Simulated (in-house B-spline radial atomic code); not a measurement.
Values are calculated unless marked as measured or tabulated.
# Softness against transferability: the 3p channel of Mn

Mn, [Ar] 3d5 4s2, non-relativistic PBE, spherical and spin-unpolarised, from an all-electron radial atomic-structure program (B-spline basis) (atomic units). The all-electron 3p level is ε = -1.995007 hartree, its outermost node lies just inside 0.32 bohr and its outer maximum at 0.75 bohr.

Troullier-Martins pseudo-orbitals are made for several radii. The cutoffs (hartree) are the plane-wave energies beyond which the orbital holds less than the named kinetic energy per electron. The phase error is the difference, pseudo minus all-electron, of arctan(R P'/P) at R = 1.36 bohr for all radii, half a hartree below and above the level.

| r_c (bohr) | V_l(0) (hartree) | cutoff for 10 mEh | for 1 mEh | for 0.1 mEh | phase error at ε − 0.5 (mrad) | at ε + 0.5 (mrad) |
| --- | --- | --- | --- | --- | --- | --- |
| 0.57 | -72.54 | 169 | 259 | > 450 | -2.4 | -0.5 |
| 0.66 | -22.56 | 91.9 | 173 | 258 | -1.5 | -0.3 |
| 0.75 | -8.96 | 22.8 | 56.2 | 116 | -1.1 | -0.2 |
| 0.85 | -7.33 | 24.8 | 58.8 | 108 | -1.0 | -0.2 |
| 0.95 | -8.45 | 22.3 | 52.8 | 89.2 | -1.3 | -0.3 |
| 1.06 | -9.61 | 21.8 | 43.1 | 58.3 | -2.0 | -0.4 |

**Question.** Which radius needs the lowest cutoff for 1 mEh while both phase errors stay within 1.6 mrad?

**Answer.** The radii within that limit are 0.66, 0.75, 0.85, 0.95 bohr; of these r_c = 0.95 needs the least, 52.8 hartree, that is 106 Ry or 1437 eV.

**Question.** What does the larger radius buy, and what does it cost?

**Answer.** From r_c = 0.57 to 1.06 bohr the cutoff for 1 mEh goes from 259 to 43.1 hartree, a factor of 6.01, against 3.46 for a pure 1/r_c² scaling, end to end; step by step it is 259, 173, 56.2, 58.8, 52.8, 43.1, and for 0.1 mEh > 450, 258, 116, 108, 89.2, 58.3; the number of plane waves goes as the cutoff to the power 3/2, here a factor of 14.7. The larger of the two phase errors is least at r_c = 0.85 bohr, 1.0 mrad; it is 2.4 at the smallest radius and 2.0 at the largest. These errors test the reference atom alone. The smallest radius lies well inside the outer maximum, where the nodeless form must bend sharply to keep the norm, so it is both harder and scatters less well than the next. Large radii also let the cores of neighbours overlap, which an atom doesn't show.
